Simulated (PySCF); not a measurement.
**Peak assignment**

Numbering as in the mapped SMILES `[CH2:1]=[C:2]1[CH2:3][CH2:4][C@H:5]1[B:6]([CH3:7])[CH3:8]` (H(Xn): hydrogen on atom n). Ha(C3), Ha(C4) are cis to B6 on the ring; Ha(C1) is cis to C3; Hb(C3), Hb(C4) are trans to B6 on the ring; Hb(C1) is trans to C3.

How the numbers were obtained: geometry: PBE0-D3(BJ)/def2-SVP, GIAO CAM-B3LYP/pcSseg-1 shieldings, in PySCF 2.14 (non-relativistic Hamiltonian, a single conformation, fast rotation and ring inversion assumed for equivalent nuclei, isolated molecule).

Scale: 13C, 1H against TMS (reference shieldings calculated alike).

Q: Assign these signals to the numbered atoms. 13C{1H} NMR (computed): δ 159.3 (C), 118.8 (CH2), 50.1 (CH), 31.6 (CH2), 19.1 (CH2), 11.5 (CH3).

A: 
159.3 → C2, fully substituted alkene carbon: the olefinic region
118.8 → C1, terminal =CH2 carbon: as expected for a trigonal carbon in a double bond
50.1 → C5, allylic sp3 CH bonded to B
31.6 → C3, allylic sp3 CH2: saturated and bonded to C and H only
19.1 → C4, sp3 CH2 in a ring: saturated and bonded to C and H only
11.5 → C7/C8, methyl carbon bonded to B

Q: Assign these signals to the numbered atoms. 1H NMR (400 MHz, computed): δ 5.12 (m, 1H), 5.03 (m, 1H), 3.09 (m, 1H), 2.64 (m, 1H), 2.63 (m, 1H), 2.08 (m, 1H), 1.84 (m, 1H), 0.76 (s, 6H).

A: 
| δ (ppm) | atoms | environment | reason |
| --- | --- | --- | --- |
| 5.12 | Ha(C1) | hydrogen on a terminal =CH2 carbon | olefinic region |
| 5.03 | Hb(C1) | hydrogen on a terminal =CH2 carbon | – |
| 3.09 | H(C5) | hydrogen on an allylic sp3 CH bonded to B | allylic position |
| 2.64 | Hb(C3) | hydrogen on an allylic sp3 CH2 | allylic position |
| 2.63 | Ha(C3) | hydrogen on an allylic sp3 CH2 | – |
| 2.08 | Hb(C4) | hydrogen on an sp3 CH2 in a ring | – |
| 1.84 | Ha(C4) | hydrogen on an sp3 CH2 in a ring | – |
| 0.76 | H(C7)/H(C8) | hydrogen on a methyl carbon bonded to B | – |

Ha(C1) and Hb(C1); Hb(C3) and Ha(C3) lie closer than the usual error of such a calculation, so a measured spectrum could show them in the other order.

A carbon bonded to boron is broadened by the quadrupolar boron nucleus and is often missing from a measured spectrum. Shifts are as computed, not scaled to solution data. Of 1211 compounds with measured shifts, 218 miss one by over three times the rms of a fit or turn the order of signals round; such compounds aren't used in these exercises. No couplings were computed; multiplicities are counted from neighbouring protons, with m where these are inequivalent, close in shift, in a saturated or five-membered ring or joined by F or P, and br s for small geminal =CH2 splittings.
